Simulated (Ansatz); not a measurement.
`C[SiH](N)N` + HBr → `C[SiH](N)Br` + NH₃ at 298.15 K and 1 bar (ligand exchange at the Si–N bond).

Computed with Ansatz on PBE0-D4/def2-TZVP structures; ΔE is electronic, products minus reactants. CBS: MP2 limit from def2 TZ/QZ plus the TZ coupled-cluster correction, frozen cores. This one scheme is used for every species. For Br outer-core shells are correlated without core-valence functions, which leaves a few kJ/mol of doubt a bond. Scalar relativity is left out up to krypton. Each species was taken in one conformer, which may not be the lowest.

```tsv
species	CCSD(T)/CBS energy (Eh)	H − E (kJ/mol)	S (J/(mol·K))
`C[SiH](N)N`	-441.43339	278.4	332.9
HBr	-2573.91920	24.6	198.6
`C[SiH](N)Br`	-2958.86440	212.6	342.9
NH₃	-56.50880	100.5	192.4
```

H − E and S are ideal-gas, rigid-rotor, harmonic terms from PBE0-D4/def2-TZVP, for one conformer and one mirror image of each species. 1 Eh = 2625.50 kJ/mol, R = 8.31446 J/(mol·K).

By hand: ΔE, ΔH, ΔS and ΔG.

ΔE = (-2958.86440) + (-56.50880) − (-441.43339) − (-2573.91920) = -0.02061 Eh = -54.1 kJ/mol. Δ(H − E) = 212.6 + 100.5 − 278.4 − 24.6 = 10.1, so ΔH = -44.0 kJ/mol. ΔS = 342.9 + 192.4 − 332.9 − 198.6 = 3.8 J/(mol·K). ΔG = -44.0 − 298.15 × (3.8)/1000 = -45.1 kJ/mol.

By hand: the equilibrium constant, and the temperature at which ΔG would vanish if ΔH and ΔS stayed fixed.

log₁₀ K = −ΔG/(RT ln 10) = 7.9. ΔH and −TΔS have one sign here, so there is no such temperature.

The number of gas molecules stays the same, so ΔS is small and ΔH decides. A doubt of 5 kJ/mol in ΔE shifts log₁₀ K by 0.9 here. Other conformers and mirror images would add mixing entropy, several J/(mol·K) or more a flexible species. These are equilibria of isolated gas molecules and say nothing of rates. Largest T1 diagnostic: 0.009 (customary marks: 0.02 for closed shells, 0.045 for open ones).

ΔS is within the doubt of such terms, so its sign, and with it that verdict, could turn.
